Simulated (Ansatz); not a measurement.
Isomers of CH$_{4}$OSSi, relaxed with PBE0-D4/def2-TZVP in Ansatz; electronic energies, one conformer each and not always the lowest. Functionals use def2-TZVPP; CBS adds triple-zeta CCSD(T) − MP2 to the MP2 limit of def2-TZVPP and def2-QZVPP.

Q: Order them by energy at frozen-core CCSD(T)/CBS, lowest first. (Estimate.)
A. `O=CS[SiH3]`
B. `OC1[SiH2]S1`
C. `C1O[SiH2]S1`
D. `O[SiH]1CS1`
E. `SC1O[SiH2]1`
F. `S[SiH]1CO1`
G. `O=C([SiH3])S`
H. `CS[Si]O`

A: D (0.0 kJ/mol), H (19.5 kJ/mol), C (58.6 kJ/mol), F (117.8 kJ/mol), A (130.0 kJ/mol), B (191.8 kJ/mol), G (202.4 kJ/mol), E (219.9 kJ/mol).

Q: How do MP2/CBS(def2), ωB97M-V, B2PLYP, r2SCAN-D4 place them (kJ/mol, against `O[SiH]1CS1`)? (An estimate is asked.)

A: The calculation gave: 
| isomer | MP2/CBS(def2) | ωB97M-V | B2PLYP | r2SCAN-D4 |
| --- | --- | --- | --- | --- |
| `SC1O[SiH2]1` | 229.6 | 215.6 | 214.3 | 216.4 |
| `O=CS[SiH3]` | 144.1 | 124.9 | 114.3 | 118.2 |
| `CS[Si]O` | 32.8 | 11.1 | 14.0 | 28.3 |
| `C1O[SiH2]S1` | 65.8 | 56.0 | 57.3 | 62.8 |
| `S[SiH]1CO1` | 126.3 | 114.0 | 113.4 | 112.7 |
| `OC1[SiH2]S1` | 200.0 | 189.1 | 190.0 | 186.3 |
| `O=C([SiH3])S` | 221.4 | 197.6 | 184.1 | 189.0 |
